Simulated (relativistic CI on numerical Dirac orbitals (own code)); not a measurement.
**Ni2+ in a cubic cluster: L2,3 absorption with charge transfer**

Computed with a charge-transfer multiplet model of a cubic metal-ligand cluster with up to 2 ligand holes, Slater and spin-orbit integrals from Dirac-Coulomb-Breit ions, Slater integrals scaled by 0.8. The ground state mixes d8 with configurations of k ligand holes L, whose averages lie at kΔ + k(k − 1)U_dd/2; a core hole lowers each added d electron by U_cd. 300 K, Lorentzian 0.4 eV and Gaussian 0.3 eV FWHM.

Atomic integrals in eV (Slater integrals scaled, ζ unscaled), ground: F2dd 9.736, F4dd 6.042, zeta_d 0.080; with the core hole: F2dd 9.736, F4dd 6.042, zeta_d 0.103, zeta_core 11.413, F2cd 6.198, G1cd 4.674, G3cd 2.657.

Cluster parameters (eV): Δ = 3.9, U_dd = 7.2, U_cd = 8, 10Dq(ligand) = 0.6, V(eg) = 2.4, V(t2g) = -1.03, final-state hopping factor = 0.8.

| Case | n_d | d8 | d9L | d10L2 | S |
| --- | --- | --- | --- | --- | --- |
| 10Dq = 0.1 eV | 8.25 | 0.76 | 0.24 | 0.01 | 1.00 |
| 10Dq = 0.4 eV | 8.24 | 0.76 | 0.23 | 0.01 | 1.00 |
| 10Dq = 0.7 eV | 8.24 | 0.77 | 0.22 | 0.01 | 1.00 |
| 10Dq = 1 eV | 8.23 | 0.78 | 0.21 | 0.01 | 1.00 |
| 10Dq = 1.6 eV | 8.21 | 0.80 | 0.20 | 0.01 | 1.00 |

Weights, n_d and S are thermal averages at 300 K. Photon energies count from the first peak over 30 % of the highest in each spectrum, which can be another peak from case to case. The parameters are a model scan and need not match a compound or its usual spin state. Peaks in eV (height, largest 100):
- 10Dq = 0.1 eV: 0.0 (100), 1.7 (27), 17.3 (22), 18.3 (33)
- 10Dq = 0.4 eV: 0.0 (100), 1.7 (27), 2.6 (6), 17.3 (24), 18.3 (28)
- 10Dq = 0.7 eV: 0.0 (100), 1.7 (25), 17.2 (25), 18.2 (26)
- 10Dq = 1 eV: 0.0 (100), 1.7 (22), 17.2 (26), 18.2 (25)
- 10Dq = 1.6 eV: 0.0 (100), 1.7 (20), 17.2 (26), 18.2 (25)

For the case 10Dq = 1 eV, Δ = 3.9 eV is smaller than U_dd = 7.2 eV, the charge-transfer side of the Zaanen-Sawatzky-Allen scheme. With the core hole the configuration with one ligand hole lies at Δ + U_dd − U_cd = 3.1 eV above the one without, against Δ in the ground state. The added d electron screens the hole, so the order of the configurations is kept and charge-transfer satellites are weaker than in photoemission.
